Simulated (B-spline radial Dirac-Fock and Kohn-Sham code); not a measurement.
# Two-hole binding energies of Hf⁵⁺

System: Hf⁵⁺, configuration [Xe] 4f13.

Input of the calculation (task.json; shells as n, l, electrons):

```json
{"items": [{
  "Z": 72,
  "q": 5,
  "cfg": [[1, 0, 2], [2, 0, 2], [2, 1, 6], [3, 0, 2], [3, 1, 6], [3, 2, 10], [4, 0, 2], [4, 1, 6], [4, 2, 10], [4, 3, 13], [5, 0, 2], [5, 1, 6]],
  "A": 180,
  "rrms": 5.347,
  "do": ["binding", "quiet", "double"]
}]}
```

Run with: `python xray_run.py task.json out`

Model: Dirac-Fock energy differences between relaxed states, corrected for Breit and QED terms. Program: a radial B-spline solver. U is the two-hole binding energy less the two single-hole energies, the effective repulsion of the holes after relaxation. Each two-hole energy is an average over J within one jj subconfiguration.

```
          holes  E(a) (eV)  E(b) (eV)  E(ab) (eV)  U (eV)
   1s⁻¹ 2p3/2⁻¹    65417.8     9638.9     75384.5   327.8
   1s⁻¹ 3p1/2⁻¹    65417.8     2447.9           ?       ?
   1s⁻¹ 3d3/2⁻¹    65417.8     1795.7     67312.4    98.9
2p1/2⁻¹ 2p3/2⁻¹    10817.2     9638.9     20691.8   235.7
        2p3/2⁻²     9638.9     9638.9     19505.4   227.7
   2s⁻¹ 3p1/2⁻¹    11356.8     2447.9     13895.9    91.2
   2s⁻¹ 3p3/2⁻¹    11356.8     2192.0     13633.4    84.6
   2p1/2⁻¹ 3s⁻¹    10817.2     2685.0     13589.7    87.5
2p3/2⁻¹ 3d5/2⁻¹     9638.9     1741.1     11471.8    91.7
        3p3/2⁻²     2192.0     2192.0      4444.7    60.6
        3d5/2⁻²     1741.1     1741.1      3552.8    70.6
4d3/2⁻¹ 4d5/2⁻¹      302.6      291.9       624.4    29.9
5p1/2⁻¹ 5p3/2⁻¹      107.3      98.27       222.6    17.1
        5p3/2⁻²      98.27      98.27       213.6    17.0
```

Question: Give the missing two-hole energy and U.

Answer: E(ab) = 67984.1 eV and U = 118.5 eV.

Run: 38 s of CPU time on 1 thread of Neoverse-V2 (shared host), peak memory 0.55 GiB.
